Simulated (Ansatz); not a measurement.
`[CH3][Sn][NH2]` + H₂S → `[CH3][Sn][SH]` + NH₃ at 298.15 K and 1 bar (ligand exchange at the Sn–N bond).

Calculated with Ansatz (gas phase, PBE0-D4/def2-TZVP geometries, no zero-point term in ΔE). CBS: MP2 limit from def2 TZ/QZ plus the TZ coupled-cluster correction, frozen cores. This one scheme is used for every species. def2 core potentials past Kr. For Sn outer-core shells are correlated without core-valence functions, which leaves a few kJ/mol of doubt a bond. Each species was taken in one conformer, which may not be the lowest.

```tsv
species	CCSD(T)/CBS energy (Eh)	H − E (kJ/mol)	S (J/(mol·K))
`[CH3][Sn][NH2]`	-309.80337	174.8	329.1
H₂S	-398.97279	49.9	205.7
`[CH3][Sn][SH]`	-652.29098	133.4	327.0
NH₃	-56.50880	100.5	192.4
```

H − E and S are ideal-gas, rigid-rotor, harmonic terms from PBE0-D4/def2-TZVP, for one conformer and one mirror image of each species. 1 Eh = 2625.50 kJ/mol, R = 8.31446 J/(mol·K).

Question: By hand: ΔE, ΔH, ΔS and ΔG.

Answer: ΔE = (-652.29098) + (-56.50880) − (-309.80337) − (-398.97279) = -0.02362 Eh = -62.0 kJ/mol. Δ(H − E) = 133.4 + 100.5 − 174.8 − 49.9 = 9.2, so ΔH = -52.8 kJ/mol. ΔS = 327.0 + 192.4 − 329.1 − 205.7 = -15.4 J/(mol·K). ΔG = -52.8 − 298.15 × (-15.4)/1000 = -48.2 kJ/mol.

Question: By hand: the equilibrium constant, and the temperature at which ΔG would vanish if ΔH and ΔS stayed fixed.

Answer: log₁₀ K = −ΔG/(RT ln 10) = 8.4. ΔG = 0 at ΔH/ΔS = 3429 K, far beyond where these terms or the molecules hold.

ΔH outweighs TΔS. A doubt of 5 kJ/mol in ΔE shifts log₁₀ K by 0.9 here. Other conformers and mirror images would add mixing entropy, several J/(mol·K) or more a flexible species. Modes under 60 cm⁻¹, often nearly free rotors, make the harmonic entropy too high. These are equilibria of isolated gas molecules and say nothing of rates. Largest T1 diagnostic: 0.016 (customary marks: 0.02 for closed shells, 0.045 for open ones).
